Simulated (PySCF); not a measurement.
PySCF input file for C₂H₁₂N₂Si₂, SMILES C[Si@@H](N[SiH3])CN, B3LYP-D3(BJ)/def2-SVP. Geometry: B3LYP-D3(BJ)/def2-SVP. The structure was generated by enumeration; whether it is a known compound was not checked. One conformer was computed; it need not be the lowest.

```python
import numpy as np
from pyscf import gto, scf, dft, df
from pyscf.hessian import thermo

mol = gto.M(
    atom='''
    C    -0.48102458   -2.06515526   -1.05286567
    Si    0.35508615   -0.38506701   -0.92134342
    C     1.80330381   -0.48079835    0.29242339
    N     2.34449317    0.85790056    0.51469059
    N    -0.76227401    0.84995560   -0.35120011
    Si   -1.75279636    0.82946373    1.07792484
    H    -0.87935910   -2.38297291   -0.07528356
    H    -1.31928633   -2.03413130   -1.76701773
    H     0.22954875   -2.83688459   -1.39257046
    H     0.82303537    0.07765675   -2.25965665
    H     2.57941909   -1.12719217   -0.15785668
    H     1.46226561   -1.01456973    1.20934052
    H     3.05270242    0.85949768    1.24835996
    H     1.60145929    1.48665834    0.82040793
    H    -0.87762422    1.64667553   -0.97291025
    H    -1.30541896   -0.33058607    1.90167732
    H    -3.21318101    0.67117853    0.79505351
    H    -1.59482765    2.08384439    1.87653666
    ''',
    basis='def2-SVP',
    charge=0,
    spin=0,
    max_memory=1600,
    verbose=3,
)
mf = dft.RKS(mol, xc='b3lyp').density_fit(auxbasis='def2-universal-jkfit')
mf.disp = 'd3bj'
mf.grids.level = 3
mf.conv_tol = 1e-11
mf.max_cycle = 100
mf.kernel()

# [left out here: the lines that compute and print the analytic Hessian (its translational invariance restored by hand, since the grid's response is missing), thermochemistry and intensities]
```

Output:

```
converged SCF energy = -771.717134967481

WARN: DFTD3 does not support analytical Hessian, using finite difference


WARN: Mole.unit (angstrom) is changed to Bohr

Mode                                 0                   1                   2
Irrep
Freq [cm^-1]                       35.5166             66.4663            106.2809
Reduced mass [au]                   3.1807              1.0639              2.6822
Force const [Dyne/A]                0.0024              0.0028              0.0179
Char temp [K]                      51.1004             95.6302            152.9145
Normal mode                   x     y     z       x     y     z       x     y     z
       0   C                 0.04 -0.04 -0.07   -0.01  0.01 -0.02    0.07 -0.02 -0.08
       1  Si                -0.01 -0.02 -0.02   -0.00  0.00 -0.01   -0.01  0.01  0.03
       2   C                -0.06  0.01  0.03   -0.03 -0.01  0.01   -0.05  0.00  0.08
       3   N                -0.09  0.02  0.06   -0.01 -0.02  0.02    0.11 -0.03 -0.09
       4   N                -0.05 -0.04 -0.06    0.01  0.01 -0.01   -0.06 -0.02  0.00
       5  Si                 0.08  0.04  0.04    0.03 -0.00  0.01   -0.04  0.02  0.02
       6   H                 0.02 -0.06 -0.08   -0.03  0.02 -0.02    0.05 -0.10 -0.11
       7   H                 0.07 -0.06 -0.09   -0.00  0.01 -0.03    0.08 -0.01 -0.10
       8   H                 0.08 -0.02 -0.05   -0.02 -0.00 -0.00    0.11  0.04 -0.11
       9   H                 0.02 -0.00 -0.01    0.01  0.00 -0.01    0.04  0.06  0.07
      10   H                -0.03  0.02  0.07   -0.03 -0.02  0.03   -0.12 -0.14  0.17
      11   H                -0.09  0.01  0.02   -0.05  0.00  0.01   -0.12  0.16  0.14
      12   H                -0.14  0.04  0.11   -0.04 -0.02  0.05    0.13 -0.04 -0.10
      13   H                -0.11  0.02 -0.01   -0.01  0.01 -0.03    0.20  0.08 -0.12
      14   H                -0.14 -0.10 -0.11   -0.11 -0.05 -0.07   -0.14 -0.08 -0.06
      15   H                 0.06 -0.01 -0.02    0.40  0.32  0.25   -0.04  0.03  0.04
      16   H                 0.05  0.18  0.16    0.07 -0.54  0.09   -0.04  0.03  0.03
      17   H                 0.26  0.01  0.05   -0.35  0.24 -0.30   -0.02  0.03 -0.00
Mode                                 3                   4                   5
Irrep
Freq [cm^-1]                      129.1674            153.9992            160.7594
Reduced mass [au]                   2.4875              2.3263              1.1671
Force const [Dyne/A]                0.0245              0.0325              0.0178
Char temp [K]                     185.8431            221.5706            231.2969
Normal mode                   x     y     z       x     y     z       x     y     z
       0   C                -0.09  0.05  0.01    0.03  0.01  0.10   -0.01 -0.00 -0.05
       1  Si                 0.01 -0.00  0.01   -0.03  0.05 -0.03    0.01 -0.02  0.01
       2   C                -0.06  0.03  0.09   -0.03  0.01 -0.03    0.03 -0.01 -0.01
       3   N                -0.01  0.03 -0.05    0.08 -0.05  0.06   -0.03  0.02 -0.03
       4   N                 0.04  0.04 -0.03   -0.07  0.02 -0.07    0.02 -0.02  0.04
       5  Si                 0.05 -0.07 -0.02    0.01 -0.03 -0.01   -0.01  0.02  0.02
       6   H                -0.18  0.11 -0.01   -0.12  0.19  0.09   -0.48  0.20 -0.17
       7   H                -0.05  0.11 -0.04    0.15 -0.16 -0.05    0.32 -0.09 -0.44
       8   H                -0.15 -0.02  0.06    0.11 -0.03  0.37    0.11 -0.10  0.42
       9   H                 0.09 -0.05  0.02   -0.04  0.01 -0.05    0.02  0.01  0.03
      10   H                -0.06 -0.07  0.23   -0.07 -0.03 -0.05    0.04  0.03 -0.04
      11   H                -0.14  0.17  0.14   -0.08 -0.01 -0.05    0.09 -0.03  0.00
      12   H                -0.05  0.10 -0.02    0.06 -0.16  0.07    0.01  0.06 -0.07
      13   H                 0.00  0.10 -0.17    0.13 -0.00  0.08   -0.05 -0.02  0.00
      14   H                 0.01  0.03 -0.02   -0.13  0.01 -0.07    0.07  0.01  0.06
      15   H                 0.06 -0.14 -0.13    0.07 -0.07 -0.09   -0.04  0.04  0.06
      16   H                 0.05 -0.05 -0.01   -0.00 -0.02  0.07   -0.01  0.02 -0.01
      17   H                 0.06 -0.15  0.10    0.06 -0.07  0.05   -0.02  0.04 -0.02
Mode                                 6                   7                   8
Irrep
Freq [cm^-1]                      223.2861            271.9698            311.6362
Reduced mass [au]                   2.2414              1.6336              1.9636
Force const [Dyne/A]                0.0658              0.0712              0.1124
Char temp [K]                     321.2590            391.3039            448.3751
Normal mode                   x     y     z       x     y     z       x     y     z
       0   C                -0.08  0.05 -0.02   -0.04  0.02  0.01    0.02  0.04  0.04
       1  Si                 0.03 -0.01  0.03    0.04 -0.01 -0.05    0.05  0.02 -0.07
[...]
       3   N                 0.00  0.00 -0.00   -0.00 -0.00 -0.00    0.00 -0.00 -0.00
       4   N                -0.00  0.00  0.00    0.00  0.00 -0.00    0.00 -0.00 -0.00
       5  Si                 0.01 -0.03  0.02    0.00 -0.00  0.00   -0.00 -0.00  0.00
       6   H                -0.00  0.00  0.00   -0.00 -0.00  0.01    0.20  0.15 -0.51
       7   H                 0.00 -0.00 -0.00   -0.00  0.00 -0.00    0.40 -0.03  0.34
       8   H                 0.00  0.00 -0.00    0.00 -0.00 -0.00   -0.39  0.40  0.18
       9   H                -0.01 -0.00  0.02    0.00  0.00 -0.00   -0.00 -0.00  0.00
      10   H                -0.00  0.00 -0.00   -0.09  0.07  0.08    0.08 -0.06 -0.04
      11   H                -0.00 -0.00  0.00    0.29  0.43 -0.80    0.00  0.01 -0.02
      12   H                -0.00  0.00  0.00    0.01 -0.00 -0.00    0.00 -0.00 -0.00
      13   H                 0.00  0.00  0.00   -0.00 -0.00 -0.01   -0.00  0.00  0.00
      14   H                -0.00 -0.00  0.01   -0.00 -0.00 -0.00   -0.00 -0.00 -0.00
      15   H                -0.29  0.76 -0.54   -0.00  0.00 -0.00   -0.00  0.00 -0.00
      16   H                 0.07 -0.01  0.02   -0.00  0.00 -0.00    0.00  0.00 -0.00
      17   H                 0.00 -0.03 -0.01    0.00  0.00 -0.00    0.00  0.00 -0.00
Mode                                42                  43                  44
Irrep
Freq [cm^-1]                     3032.2371           3113.3992           3121.5852
Reduced mass [au]                   1.0865              1.1016              1.1025
Force const [Dyne/A]                5.8858              6.2915              6.3294
Char temp [K]                    4362.7140           4479.4882           4491.2662
Normal mode                   x     y     z       x     y     z       x     y     z
       0   C                -0.00 -0.00  0.00    0.06 -0.02 -0.06    0.05 -0.03  0.06
       1  Si                 0.00 -0.00 -0.00    0.00 -0.00 -0.00    0.00 -0.00  0.00
       2   C                 0.06 -0.04 -0.04    0.00 -0.00 -0.00    0.00 -0.00 -0.00
       3   N                -0.00  0.00  0.00   -0.00  0.00  0.00   -0.00  0.00 -0.00
       4   N                -0.00  0.00  0.00   -0.00  0.00  0.00   -0.00  0.00 -0.00
       5  Si                -0.00  0.00 -0.00   -0.00  0.00 -0.00    0.00 -0.00  0.00
       6   H                 0.03  0.02 -0.07   -0.23 -0.20  0.58    0.16  0.11 -0.35
       7   H                 0.05 -0.00  0.04   -0.03 -0.00 -0.04   -0.61  0.02 -0.52
       8   H                -0.04  0.04  0.02   -0.44  0.48  0.20   -0.20  0.23  0.11
       9   H                -0.00  0.00  0.00   -0.00 -0.00  0.00    0.00  0.00 -0.00
      10   H                -0.67  0.54  0.38   -0.01  0.01  0.01   -0.00  0.00  0.00
      11   H                -0.02 -0.06  0.10   -0.00 -0.00  0.01    0.00  0.00 -0.00
      12   H                -0.00 -0.00  0.00   -0.00  0.00 -0.00    0.00 -0.00  0.00
      13   H                 0.01 -0.01 -0.01    0.00 -0.00 -0.00    0.00 -0.00  0.00
      14   H                -0.00 -0.00  0.00   -0.00 -0.00  0.00    0.00  0.00  0.00
      15   H                 0.00 -0.00  0.00    0.00 -0.00 -0.00   -0.00  0.00 -0.00
      16   H                 0.00 -0.00  0.00   -0.00 -0.00  0.00   -0.00 -0.00 -0.00
      17   H                 0.00 -0.00  0.00   -0.00 -0.00  0.00   -0.00  0.00 -0.00
Mode                                45                  46                  47
Irrep
Freq [cm^-1]                     3484.5787           3561.4979           3586.3021
Reduced mass [au]                   1.0501              1.0938              1.0749
Force const [Dyne/A]                7.5121              8.1742              8.1457
Char temp [K]                    5013.5330           5124.2025           5159.8902
Normal mode                   x     y     z       x     y     z       x     y     z
       0   C                -0.00 -0.00  0.00    0.00 -0.00  0.00    0.00  0.00 -0.00
       1  Si                -0.00  0.00 -0.00   -0.00  0.00 -0.00   -0.00  0.00  0.00
       2   C                -0.00 -0.00  0.00    0.00 -0.00 -0.00   -0.00  0.00 -0.00
       3   N                 0.00  0.03  0.05    0.07 -0.03  0.02    0.00 -0.00  0.00
       4   N                -0.00  0.00 -0.00    0.00  0.00 -0.00    0.01 -0.05  0.04
       5  Si                -0.00 -0.00  0.00    0.00  0.00 -0.00    0.00 -0.00 -0.00
       6   H                 0.00  0.00 -0.00    0.00  0.00 -0.00   -0.00 -0.00  0.00
       7   H                 0.00  0.00 -0.00   -0.00  0.00 -0.00   -0.00 -0.00 -0.00
       8   H                 0.00  0.00  0.00   -0.00  0.00  0.00   -0.00  0.00  0.00
       9   H                -0.00 -0.00  0.00    0.00 -0.00  0.00   -0.00  0.00 -0.00
      10   H                 0.01 -0.00 -0.00   -0.01  0.01  0.00   -0.00  0.00  0.00
      11   H                -0.00 -0.00 -0.01   -0.00  0.00 -0.00   -0.00 -0.00  0.00
      12   H                -0.51  0.01 -0.48   -0.46  0.00 -0.47   -0.00  0.00 -0.00
      13   H                 0.50 -0.42 -0.17   -0.50  0.43  0.21   -0.00  0.00  0.00
      14   H                 0.00 -0.00  0.00   -0.00 -0.00  0.00   -0.11  0.75 -0.59
      15   H                -0.00  0.00 -0.00    0.00 -0.00  0.00   -0.00  0.00 -0.00
      16   H                 0.00  0.00 -0.00   -0.00 -0.00 -0.00    0.00 -0.00 -0.00
      17   H                 0.00  0.00 -0.00   -0.00 -0.00 -0.00    0.00 -0.00 -0.00
temperature 298.1500 [K]
pressure 101325.00 [Pa]
Rotational constants [GHz] 2.40390 1.61175 1.13657
Symmetry number 1
Zero-point energy (ZPE) 0.14156 [Eh]   371673.558 [J/mol]
                           tot       elec      trans        rot        vib
Entropy [J/mol/K]       422.897      0.000    168.485    119.999    134.412
Cv [J/mol/K]            156.633      0.000     12.472     12.472    131.690
Cp [J/mol/K]            164.948      0.000     20.786     12.472    131.690
Internal energy [J/mol]                      3718.434   3718.434 392243.433
Internal energy [Eh]   -771.56490  -771.71713
Enthalpy [J/mol]                             6197.391   3718.434 392243.433
Enthalpy [Eh]          -771.56396
Gibbs free energy [J/mol]                  -44036.496 -32059.386 352168.429
Gibbs free energy [Eh] -771.61198
mode   freq/cm-1   IR/(km/mol)
   1       35.52         1.338
   2       66.47         1.493
   3      106.28         0.633
   4      129.17         1.485
   5      154.00         0.883
   6      160.76         0.765
   7      223.29        19.015
   8      271.97        34.113
   9      311.64        44.459
  10      344.62         6.262
  11      364.29        19.968
  12      573.76         1.989
  13      634.96         9.493
  14      665.26         0.262
  15      696.68         3.453
  16      711.32         4.037
  17      717.08       103.708
  18      775.67        32.108
  19      807.42       172.475
  20      856.46       121.022
  21      890.53       102.038
  22      911.51       315.426
  23      930.73       120.446
  24      941.06        83.413
  25      969.98        91.372
  26     1009.97       130.385
  27     1080.31         7.613
  28     1106.89         3.212
  29     1184.39       136.471
  30     1252.42        11.525
  31     1271.10        28.408
  32     1339.57         2.863
  33     1433.44         2.807
  34     1436.48         1.698
  35     1465.88         7.974
  36     1631.98        15.311
  37     2188.48       163.140
  38     2202.14       166.626
  39     2221.22       139.948
  40     2226.65        78.882
  41     2912.20        66.179
  42     3025.81         2.678
  43     3032.24        24.482
  44     3113.40         9.374
  45     3121.59         6.278
  46     3484.58         4.394
  47     3561.50         1.543
  48     3586.30        37.910
max |gradient| / (hartree/bohr): 3.795391147255362e-05
APT charges: [-0.3748  1.5143 -0.0253 -0.4322 -1.1398  1.2956  0.0166  0.0107  0.0135
 -0.3109 -0.0301 -0.0901  0.1087  0.1346  0.1617 -0.2581 -0.3001 -0.2944]
```

Self-consistency was reached.

Cost: roughly 13 core-minutes.
